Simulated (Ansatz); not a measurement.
C2H7BO2Si can be A, `OC1COB1[SiH3]`, or B, `B/C(O)=C(/O)[SiH3]`.

Computed with Ansatz on PBE0-D4/def2-TZVP structures; ΔE is electronic, products minus reactants. CCSD(T)/CBS adds triple-zeta CCSD(T) − MP2 to the extrapolated MP2 energy (def2 sets, frozen cores). Functionals use def2-TZVPP. B3LYP here is the variant with VWN-RPA as its local correlation; programs differ in this. One conformer a species, not always the lowest.

Task: Which is lower in electronic energy at CCSD(T)/CBS, and by how much? (An estimate is asked.)

Result: Computed: A, by 17.9 kcal/mol.

Task: Give E(B) − E(A) in kcal/mol with MP2/def2-TZVPP, B2PLYP, B3LYP-D4, r2SCAN-D4, PBE-D4, CCSD(T)/def2-TZVPP, HF/def2-TZVPP. (An estimate is asked.)

Result: The calculation gave: MP2/def2-TZVPP 18.0, B2PLYP 16.5, B3LYP-D4 14.7, r2SCAN-D4 15.2, PBE-D4 16.4, CCSD(T)/def2-TZVPP 19.1, HF/def2-TZVPP 18.6. None reverses the order clearly.

Largest T1 diagnostic: 0.015.

From PBE to PBE0 (25 % exact exchange), in def2-TZVPP and without D4, E(B) − E(A) moves by +2.6 kcal/mol. The D4 term adds −1.1 kcal/mol with B3LYP and −0.5 kcal/mol with PBE0; it sums over pairs of atoms, weighted by their polarisabilities, and B3LYP, whose exchange is more repulsive, gets the larger term.
